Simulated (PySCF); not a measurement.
**Correlation energy of Ge⁺ (germanium, charge +1)**

[Ar] 3d10 4s2 4p1, 2P determinant. All numbers are calculated (PySCF 2.14, the spin-free X2C one-electron Hamiltonian (Gaussian nucleus), in aug-cc-pVQZ-DK). Frozen: [Ar] 3d10; 3 electrons correlated.

MP2 pair energies summed by pair of shells (mhartree):

```tsv
pair	energy	share (%)
4s-4s	-22.15	55.9
4s-4p	-17.50	44.1
```

Total MP2 correlation energy: -39.65 mhartree.

Same-spin part -2.65 and opposite-spin part -37.00 mhartree; SCS-MP2 scales them by 1/3 and 6/5 to -45.28 mhartree.
